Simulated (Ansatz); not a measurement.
Input for Ansatz (development build ahead of 0.2.0):

```yaml
crystal:
  periodic: [false, false, false]
  atoms:
    - { symbol: Cu, position_ang: [0.0, 0.0, 0.0] }
    - { symbol: O, position_ang: [0.0, 0.0, 2.408] }
basis:
  gaussian: { orbitals: def2-SVP }
magnetization:
  spin_polarized: true
  initial_magnetization: 1
hamiltonian:
  xc: pbe0
scf:
  omitted_lower_state_checks: [starts, atomic_configurations, cluster_reference, orbital_swaps, given_window_search, neighbouring_geometries, increment]
output:
  forces: true
```

The input is written out in the form of the current development build from the run's settings.

The run gave:

```json
{
  "Converged": "yes",
  "Total energy": "-1714.96528 hartree",
  "Spin squared of the determinant": "1.039",
  "Stability test": "minimum"
}
```

Forces (eV/Å):
| atom | Fx | Fy | Fz |
| --- | --- | --- | --- |
| Cu1 | 0.000 | 0.000 | 2.117 |
| O2 | 0.000 | 0.000 | -2.117 |

Caution: the unrestricted determinant is spin contaminated.
